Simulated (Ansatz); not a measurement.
Cost and result for the atomization energy of `[NH2][Ge][N]([SiH3])[SiH3]` (13 atoms, 12 bonds).

| atom | x (Å) | y (Å) | z (Å) |
| --- | --- | --- | --- |
| N1 | 0.142 | 1.483 | -2.071 |
| Ge2 | 1.223 | 0.132 | -1.495 |
| N3 | 0.315 | -0.314 | 0.090 |
| Si4 | 1.033 | -1.532 | 1.096 |
| Si5 | -1.206 | 0.360 | 0.573 |
| H6 | 0.356 | 1.942 | -2.942 |
| H7 | -0.636 | 1.920 | -1.600 |
| H8 | 1.390 | -0.994 | 2.437 |
| H9 | 2.269 | -2.011 | 0.423 |
| H10 | 0.111 | -2.683 | 1.302 |
| H11 | -1.154 | 1.849 | 0.608 |
| H12 | -1.541 | -0.129 | 1.938 |
| H13 | -2.302 | -0.024 | -0.357 |

Total charge 0; spin multiplicity 1. Correlated methods include outer-core shells of Ge, which these sets cover unevenly. Scalar relativity is left out up to krypton. Geometry: relaxed with PBE0-D4/def2-TZVP. It is one conformer, not always the lowest. Program: Ansatz. All runs use 4 threads of an Intel Xeon Platinum 8488C on a shared host. Times are those of one run each, without the atoms' runs, and a repeat can differ threefold. Electronic energies, without spin–orbit coupling; frozen cores. CCSD(T)/CBS adds CCSD(T) − MP2 in def2-TZVPP to the MP2 limit, and its time is that of the two runs behind it. T1 = 0.014. With those shells the extrapolation isn't a true limit.

CCSD(T)/CBS is a level of theory with its own doubt, some kJ/mol a heavy atom from the limit and from the frozen cores, so smaller differences don't rank the functionals.

```tsv
level	functions	wall time	atomization (kcal/mol)	difference from CCSD(T)/CBS	per bond
BLYP-D4/def2-TZVPP	306	2.5 s	993.8	-2.2	-0.2
PBE0-D4/def2-TZVPP	306	4.1 s	979.4	-16.6	-1.4
BHLYP-D4/def2-TZVPP	306	4.8 s	972.9	-23.1	-1.9
r2SCAN-D4/def2-TZVPP (with forces)	306	5 s	986.1	-9.9	-0.8
r2SCANh-D4/def2-TZVPP	306	6 s	980.2	-15.8	-1.3
CAM-B3LYP-D4/def2-TZVPP	306	6 s	998.6	2.6	0.2
B97M-V/def2-TZVPP	306	7.5 s	993.6	-2.4	-0.2
PBE-QIDH/def2-TZVPP	306	7.5 s	973.7	-22.3	-1.9
CCSD(T)/def2-SVP	136	9.5 s	910.6	-85.4	-7.1
ωB97M-V/def2-TZVPP (with forces)	306	13 s	994.7	-1.3	-0.1
MP2/def2-QZVPP	583	34 s	986.1	-9.9	-0.8
CCSD(T)/def2-TZVPP	306	8.5 min	963.9	-32.1	-2.7
CCSD(T)/CBS(def2)	–	9 min	996.0	0.0	0.0
```

The D4 term adds +15.1 kcal/mol with B3LYP and +7.9 kcal/mol with PBE0; it sums over pairs of atoms, weighted by their polarisabilities, and B3LYP, whose exchange is more repulsive, gets the larger term. In def2-TZVPP, CCSD(T) changes the Hartree–Fock value by +268.4 kcal/mol (the triples alone add +14.6 kcal/mol) and MP2 by +271.4 kcal/mol; breaking electron pairs costs correlation energy, which Hartree–Fock lacks. From r2SCAN to r2SCAN0 (25 % exact exchange), in def2-TZVPP and without D4, the atomization energy moves by −14.8 kcal/mol: exact exchange takes away binding that semilocal exchange gives to molecules.

B3LYP here is the variant with VWN-RPA as its local correlation; programs differ in this.

For some Ge, Se and Sn compounds the MP2-based and the directly extrapolated limit differ by 10 to 25 kJ/mol.
